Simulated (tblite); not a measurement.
Species: C7H3F3N2S.
Atom-mapped SMILES: `[F:1][C:2]([F:3])([F:4])[c:5]1[cH:6][cH:7][cH:8][c:9]2[s:10][n:11][n:12][c:13]12` (hydrogens: H14 on C6; H15 on C7; H16 on C8)

Computed with GFN2-xTB (tblite), gas phase: L-BFGS steps from a force-field or distance-geometry start until the largest atomic force falls under 0.01 eV/Å.

Step 1: E = -1082.7705 eV
```
atom  x, y, z in Å  |  force x, y, z in eV/Å
F1      2.6704    0.7921   -1.0848   -0.233   0.000   0.180
C2      2.2469    0.2105    0.0492   -0.068  -0.179   0.141
F3      2.5959    1.0206    1.0678   -0.190  -0.092  -0.258
F4      3.0068   -0.8938    0.1914   -0.132   0.044  -0.001
C5      0.7587   -0.1212    0.0434    0.468   0.433  -0.105
C6      0.3165   -1.4243    0.1604   -0.447  -0.073   0.006
C7     -1.0652   -1.7280    0.1446    0.490   0.206   0.046
C8     -2.0021   -0.7281    0.0111   -0.100   0.036  -0.012
C9     -1.5564    0.5849   -0.1172    0.370   0.398   0.033
S10    -2.4151    2.0745   -0.3051   -0.396  -0.062  -0.028
N11    -0.9989    2.9548   -0.3559   -0.431   0.030  -0.006
N12     0.0273    2.2844   -0.2447    0.747  -0.931   0.147
C13    -0.1669    0.9381   -0.0995   -0.300  -0.392  -0.044
H14     1.0211   -2.2442    0.2722   -0.088   0.304  -0.045
H15    -1.3823   -2.7589    0.2496    0.085   0.188  -0.035
H16    -3.0643   -0.9525    0.0061    0.225   0.088  -0.019
```

Step 2: E = -1082.7967 eV
```
atom  x, y, z in Å  |  force x, y, z in eV/Å
F1      2.6672    0.7920   -1.0821   -0.179   0.022   0.092
C2      2.2469    0.2084    0.0512   -0.111  -0.105   0.043
F3      2.5933    1.0191    1.0641   -0.128  -0.005  -0.107
F4      3.0047   -0.8929    0.1913   -0.065  -0.059   0.016
C5      0.7639   -0.1165    0.0421    0.143  -0.006  -0.050
C6      0.3119   -1.4245    0.1604    0.015   0.267  -0.016
C7     -1.0597   -1.7252    0.1451    0.051   0.139   0.029
C8     -2.0034   -0.7279    0.0110    0.194   0.244  -0.019
C9     -1.5527    0.5897   -0.1167   -0.030  -0.032   0.048
S10    -2.4197    2.0742   -0.3055   -0.148  -0.029  -0.019
N11    -1.0024    2.9530   -0.3557    0.128  -0.351   0.058
N12     0.0340    2.2733   -0.2430    0.057  -0.307   0.046
C13    -0.1691    0.9341   -0.1001   -0.066  -0.300  -0.030
H14     1.0198   -2.2400    0.2716   -0.071   0.252  -0.037
H15    -1.3812   -2.7564    0.2491    0.109   0.214  -0.034
H16    -3.0611   -0.9513    0.0058    0.102   0.056  -0.018
```

Step 3: E = -1082.8125 eV
```
atom  x, y, z in Å  |  force x, y, z in eV/Å
F1      2.6620    0.7923   -1.0788   -0.122   0.034  -0.003
C2      2.2452    0.2054    0.0532   -0.084  -0.031  -0.044
F3      2.5894    1.0181    1.0599   -0.075   0.063   0.039
F4      3.0022   -0.8934    0.1915   -0.011  -0.124   0.027
C5      0.7689   -0.1149    0.0405   -0.091  -0.113  -0.019
C6      0.3106   -1.4190    0.1601    0.156   0.171  -0.007
C7     -1.0565   -1.7210    0.1460   -0.070   0.156   0.007
C8     -2.0001   -0.7233    0.0106    0.093   0.094   0.003
C9     -1.5520    0.5913   -0.1156   -0.156  -0.068   0.022
S10    -2.4247    2.0738   -0.3061    0.042  -0.069  -0.001
N11    -1.0004    2.9440   -0.3542    0.204  -0.273   0.053
N12     0.0368    2.2623   -0.2414   -0.105  -0.090   0.006
C13    -0.1706    0.9269   -0.1011    0.051  -0.169  -0.014
H14     1.0176   -2.2330    0.2705   -0.030   0.184  -0.026
H15    -1.3785   -2.7509    0.2482    0.102   0.177  -0.026
H16    -3.0574   -0.9495    0.0054    0.096   0.058  -0.017
```

Q: Estimate the geometry and energy of step 4. (The exact step hangs on the optimiser's Hessian estimate; all steps are aligned on step 3, rigid shifts and turns removed.)

A: E = -1082.8221 eV, largest force 0.171 eV/Å
```
atom  x, y, z in Å  |  force x, y, z in eV/Å
F1      2.6553    0.7931   -1.0762   -0.064   0.027  -0.072
C2      2.2425    0.2025    0.0538   -0.021   0.030  -0.058
F3      2.5846    1.0185    1.0573   -0.045   0.062   0.102
F4      2.9999   -0.8963    0.1923   -0.007  -0.094   0.023
C5      0.7710   -0.1148    0.0387   -0.110  -0.130   0.009
C6      0.3118   -1.4127    0.1599    0.062   0.013   0.002
C7     -1.0544   -1.7139    0.1467   -0.032   0.071   0.000
C8     -1.9973   -0.7192    0.0104   -0.010   0.022   0.014
C9     -1.5539    0.5927   -0.1143   -0.125  -0.087  -0.002
S10    -2.4279    2.0718   -0.3066    0.146  -0.079   0.013
N11    -0.9961    2.9324   -0.3522    0.145  -0.069   0.027
N12     0.0383    2.2501   -0.2397   -0.072   0.022  -0.017
C13    -0.1708    0.9179   -0.1022   -0.024   0.013  -0.008
H14     1.0153   -2.2234    0.2691    0.068   0.043  -0.004
H15    -1.3743   -2.7430    0.2470    0.082   0.126  -0.015
H16    -3.0518   -0.9467    0.0046    0.007   0.029  -0.014
```

The energy changes by -0.0096 eV. The first-order estimate −F·Δx gives -0.0158 eV and the mean of the old and new forces, exact on a quadratic surface, -0.0096 eV. The step makes an angle of 39° with the force vector and moves no atom by more than 0.013 Å.

The cost below is that of the whole relaxation. The run took 0.18 s wall on one thread, Arm Neoverse V2 (aarch64), shared host with 32 logical CPUs at a one-minute load of 23.
